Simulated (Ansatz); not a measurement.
Mulliken charges of CHBClN, SMILES `N#CBCl` from r2SCAN/def2-TZVPP in Ansatz (PBE0-D4/def2-TZVP geometry).

| atom | x (Å) | y (Å) | z (Å) | charge (e) |
| --- | --- | --- | --- | --- |
| N1 | 1.053 | -1.411 | 1.218 | -0.042 |
| C2 | 0.513 | -0.631 | 0.564 | -0.108 |
| B3 | -0.177 | 0.430 | -0.293 | 0.169 |
| Cl4 | -1.594 | 0.005 | -1.176 | -0.059 |
| H5 | 0.254 | 1.533 | -0.354 | 0.040 |

Q: By hand: the dipole of these point charges (1 e Å = 4.8032 D).

A: Σ q r = (-0.025, 0.261, -0.106) e Å, of length 0.283 e Å = 1.36 D.

Q: How does the dipole of the full density compare? (Estimate.)

A: Ansatz gave: (-0.226, 0.386, -0.294) e Å, 2.57 D; the point charges give 0.53 times that, at 25° from its direction.

Point charges leave out the atoms' own dipoles, such as those of lone pairs, and Mulliken's split depends on the basis, so the two needn't agree.
